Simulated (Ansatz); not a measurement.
`C=N/C=N/[SiH3]` + H₂S → `[SiH3]/N=C\S` + `C=N`  (substitution at a C–N bond)

Gas-phase electronic energies from Ansatz, PBE0-D4/def2-TZVP geometries. CCSD(T)/CBS adds triple-zeta CCSD(T) − MP2 to the extrapolated MP2 energy (def2 sets, frozen cores). This one scheme is used for every species. Double bonds are as drawn, so ΔE can hold a change between cis and trans. Functionals use def2-TZVPP. B3LYP here is the variant with VWN-RPA as its local correlation; programs differ in this. One conformer a species, not always the lowest.

```csv
level,ΔE (kcal/mol),difference from CCSD(T)/CBS
PBE0-D4,2.4,-0.4
B3LYP-D4,2.3,-0.5
ωB97X-V,3.9,1.1
PBE,1.1,-1.7
B3LYP,2.7,-0.1
HF/def2-TZVPP,6.6,3.8
SCS-MP2/def2-TZVPP,3.3,0.5
HF/def2-QZVPP,6.6,3.8
SCS-MP2/def2-QZVPP,3.0,0.2
MP2/CBS(def2),2.5,-0.3
CCSD(T)/CBS,2.8,0
```

Largest T1 diagnostic among the species: 0.015.

From PBE to PBE0 (25 % exact exchange), in def2-TZVPP and without D4, ΔE moves by +1.4 kcal/mol. In def2-TZVPP, CCSD(T) changes the Hartree–Fock value by −3.2 kcal/mol (the triples alone add −0.7 kcal/mol) and MP2 by −3.5 kcal/mol.
